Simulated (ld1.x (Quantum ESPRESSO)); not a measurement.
## What one change does to a pseudopotential (boron (B), RRKJ)

- Element: boron (B)
- Generator: ld1.x (Quantum ESPRESSO) 7.5
- Type: norm-conserving RRKJ (Kleinman–Bylander form)
- Functional: PBE
- Relativity: fully relativistic
- Frozen core: [He]
- Valence charge: 3
- Reference configuration: 2s1 2p0 (charge +2)
- Partial waves: 2s (bound): rc 1.10 bohr; 3d channel at 0.05 Ry: rc 2.05 bohr; 2p (bound, empty): rc 1.90 bohr
- Local potential: the p channel
- Core correction: none
- rho0: 0.02

Open shells are filled in proportion to 2j + 1 (rel_dist='average').

All-electron outer shells of the reference configuration (PBE, scalar-relativistic, ld1.x):

| shell | level (eV) | outermost node (bohr) | outermost maximum (bohr) |
| --- | --- | --- | --- |
| 2s | -31.48 | 0.45 | 1.37 |
| 2p | -25.49 | – | 1.26 |

Change: core correction a·sin(br)/r model core inside 0.44 bohr.

Cutoffs: the cutoffs (Ry, on a coarse ladder) from which the occupation-weighted sum of valence levels, in a spherical-Bessel basis at the reference potential, stays within 10 and 1 mRy of its value at 400 Ry; they do not see the model core or the augmentation charge, which bear on the density cutoff. Errors are all-electron minus pseudo energies relative to the spin-unpolarised reference configuration.

What does the change do?

The potential gets neither clearly harder nor softer (21 Ry and 55 Ry → 21 Ry and 55 Ry); of the 7 tests that both files solve, the error grows in 0 and shrinks in 7 by more than 15 % and 0.3 meV (median size 135.0 → 35.8 meV); neither file shows a bound ghost. Exchange and correlation are not linear in the density, so unscreening with the valence charge alone errs where core and valence overlap; a model core restores that term. A model core, the more so a compact one, raises the density cutoff, which this test does not measure.

```tsv
quantity	base	changed
cutoff, loose	21 Ry	21 Ry
cutoff, tight	55 Ry	55 Ry
bound ghosts	none	none
error for 2s2 2p1, meV [ΔE -33.64 eV]	+125	+36
error for 2s2 2p0, meV [ΔE -25.42 eV]	+29	+12
error for 2s2 2p0.5, meV [ΔE -30.75 eV]	+88	+28
error for 2s1 2p2, meV [ΔE -27.79 eV]	+220	+53
error for 2s0 2p3, meV [ΔE -21.92 eV]	+328	+79
error for 2s2 2p1.3, meV [ΔE -34.38 eV]	+135	+36
error for 2s1 2p1, meV [ΔE -19.28 eV]	+138	+36
s: phases at 2.25 bohr within 0.05 rad from the reference energy up to (Ry; the scan ends near 5)	2.0	2.0
p1/2: phases at 2.25 bohr within 0.05 rad from the reference energy up to (Ry; the scan ends near 5)	0.6	0.6
p3/2: phases at 2.25 bohr within 0.05 rad from the reference energy up to (Ry; the scan ends near 5)	0.6	0.6
d3/2: phases at 2.25 bohr within 0.05 rad from the reference energy up to (Ry; the scan ends near 5)	1.8	1.8
d5/2: phases at 2.25 bohr within 0.05 rad from the reference energy up to (Ry; the scan ends near 5)	1.7	1.7
```
